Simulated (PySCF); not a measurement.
**Working out the excitation energy of C²⁺**

C²⁺ [He] 2s2 (1S) → C²⁺ [He] 2s1 2p1 (3P). Computed with PySCF 2.14 in x2c-TZVPPall (5s3p2d1f, 31 functions), with scalar relativity by spin-free X2C-1e. Frozen: 1s2. Energies in hartree (1 hartree = 27.21139 eV):

```tsv
part	C²⁺ (lower)	C²⁺ (upper)
UHF	-36.422566	-36.251224
CCSD correlation	-0.072625	-0.004619
(T)	0.000000	0.000000
```

Question: What does Hartree-Fock give?

Answer: (-36.251224) − (-36.422566) = 0.171342 hartree = 4.662 eV.

Question: What do CCSD and CCSD(T) give?

Answer: The CCSD correlation energies differ by 0.068006 hartree = 1.851 eV and the triples by 0.000000 hartree = 0.000 eV, so CCSD gives 6.513 eV and CCSD(T) 6.513 eV.

The coupled-cluster amplitudes are large, so a single reference is strained.
